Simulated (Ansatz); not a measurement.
Geometry optimisation, RKS r2SCAN-D4/def2-SVP in Ansatz 0.2.0.

input.yaml

```yaml
crystal:
  periodic: [false, false, false]
  atoms:
    - { symbol: Sn, position_ang: [0.0, 0.0, 0.0] }
    - { symbol: H, position_ang: [0.0, 0.0, 2.09] }
    - { symbol: H, position_ang: [1.6408, 0.0, -0.5794] }
    - { symbol: H, position_ang: [-0.8195, 1.4198, -0.5794] }
    - { symbol: H, position_ang: [-0.8195, -1.4198, -0.5794] }
    - { symbol: Si, position_ang: [-2.6572, 0.0, 0.8829] }
    - { symbol: H, position_ang: [-3.4452, -0.9102, 0.057] }
    - { symbol: H, position_ang: [-2.7083, -0.4389, 2.2744] }
    - { symbol: H, position_ang: [-3.2055, 1.3491, 0.7783] }
    - { symbol: H, position_ang: [-1.0228, 0.0, 2.1195] }
basis:
  gaussian: { orbitals: def2-SVP }
hamiltonian:
  xc: r2scan
  dispersion: d4
relax:
  f_tol: 0.15
  max_steps: 25
  restrain:
    - { distance: [0, 5], at: 3.7, k: 30.0 }
    - { distance: [9, 1], at: 1.86, k: 30.0 }
    - { distance: [0, 1], at: 1.74, k: 30.0 }
    - { distance: [9, 5], at: 1.46, k: 30.0 }
```

Run as:

```bash
$ ansatz run input.yaml --threads 2 --pin off --max-ram 3072MiB --backend cpu --events-out ev --progress --plain --runs-dir out
```

Task: Where does it end, and by what steps?

Result: It converged. The restraints hold the end off the free minimum; the threshold counts their pulls, which the force column leaves out. Restrained pairs: Sn1–Si6 (2.80 → 3.71 Å), H2–H10 (1.02 → 1.88 Å), Sn1–H2 (2.09 → 1.73 Å), Si6–H10 (2.05 → 1.47 Å). After 8 steps the energy has fallen by 4.511 eV (the restraints' own energy left out); H8 moved furthest, 1.10 Å.

```
step  energy less start (eV)  largest force component (eV/Å)  accepted
   0                  0.0000                           1.994       yes
   1                 -0.4737                           2.673       yes
   2                 -1.0731                           3.933       yes
   3                 -2.3235                           3.757       yes
   4                 -3.3542                           2.199       yes
   5                 -3.9809                           1.326       yes
   6                 -4.3273                           0.593       yes
   7                 -4.4814                           0.542       yes
   8                 -4.5111                           0.665       yes
```

```xyz
10
Properties=species:S:1:pos:R:3
Sn 0.395 -0.019 -0.145
H 0.331 0.000 1.582
H 1.992 0.083 -0.754
H -0.536 1.310 -0.693
H -0.344 -1.471 -0.667
Si -2.966 0.020 1.426
H -3.236 -0.860 0.250
H -3.763 -0.464 2.594
H -3.373 1.418 1.097
H -1.536 -0.018 1.774
```

Run time: 17 s on 2 threads of Intel(R) Xeon(R) Platinum 8488C (Sapphire Rapids) (shared host), peak memory 0.16 GiB.
